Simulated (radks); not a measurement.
The numbers below are computed, except where a source is named.
Q: Radial electron density D(r) = 4 pi r^2 rho(r) of an atom or ion with 31 electrons. Level of theory: Dirac Kohn-Sham, PBEsol, spin-unpolarised, spherical densities, finite nucleus; Fermi nuclear charge, rms radius of each element as measured or else 0.836 A^(1/3) + 0.57 fm (a radial shooting solver on a logarithmic mesh with Libxc functionals).

r (bohr),D(r) (e/bohr)
0.003399,2.736
0.00439,4.236
0.005626,6.361
0.007209,9.350
0.009238,13.37
0.01184,18.46
0.01517,24.38
0.0196,30.63
0.02511,35.59
0.03218,38.03
0.04124,37.08
0.05285,33.63
0.06772,30.72
0.08748,32.11
0.1121,38.15
0.1436,43.53
0.1841,41.26
0.2359,31.15
0.3023,22.23
0.3905,22.19
0.5004,26.24
0.6412,24.81
0.8217,17.08
1.053,9.034
1.349,4.325
1.743,2.278
2.234,1.314
2.862,0.6221
3.668,0.1964
4.7,0.05329
6.023,0.07121
7.78,0.1266
9.97,0.1297
12.78,0.06494
16.37,0.01445
20.98,0.001456

What is the nuclear charge?

A: Z = 31. The innermost maximum, from 1s, lies near gamma/Z bohr with gamma = sqrt(1 - (Z/c)^2) = 0.974, here 0.0314 bohr (found: 0.0340), and its height grows with Z. The density is that of neutral gallium in [Ar] 3d10 4s2 5p1; the configuration itself is not fixed sharply by these data, and Z only to about a unit. D(r) has 4 maxima, at r = 0.0340, 0.153, 0.542, 8.91 bohr, and minima at 0.0722, 0.341, 5.01 bohr, inside which lie 2.10, 10.91, 30.04 electrons.
